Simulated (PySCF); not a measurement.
O (oxygen, neutral) across methods

[He] 2s1 2p5, high-spin 3P determinant (an excited configuration). Computed with PySCF 2.14 in aug-cc-pCVTZ-DK with one added diffuse shell each of s, p, d, f type (8s7p5d3f, 75 functions), with the spin-free X2C one-electron Hamiltonian (Gaussian nucleus).

```
   method  E (hartree)  mean ε 2s α (eV)  mean ε 2p α (eV)  mean ε 2p β (eV)  Σ⟨r²⟩ (bohr²)   ⟨S²⟩
  wB97X-V     -74.5561           -32.086           -15.601           -11.969          12.16  2.010
   r2SCAN     -74.5521           -27.858           -11.604            -7.921          12.08  2.015
      UHF    -74.24339           -40.258           -19.851           -12.142          12.13  2.042
CAM-B3LYP     -74.5700           -30.948           -14.659           -10.932          12.20  2.011
    TPSSh     -74.5883           -28.108           -11.923            -8.371          12.10  2.010
      PBE     -74.5277           -26.012           -10.841            -7.801          12.25  2.008
     PBE0     -74.5114           -29.637           -13.148            -9.215          12.10  2.012
    B97-3     -74.5596           -29.811           -13.225            -9.373          12.07  2.012
```

(1) Estimate the same row for LDA.

## Answers

(1) E (hartree) = -74.0495; mean ε 2s α (eV) = -25.753; mean ε 2p α (eV) = -10.978; mean ε 2p β (eV) = -7.874; Σ⟨r²⟩ (bohr²) = 12.31; ⟨S²⟩ = 2.009.
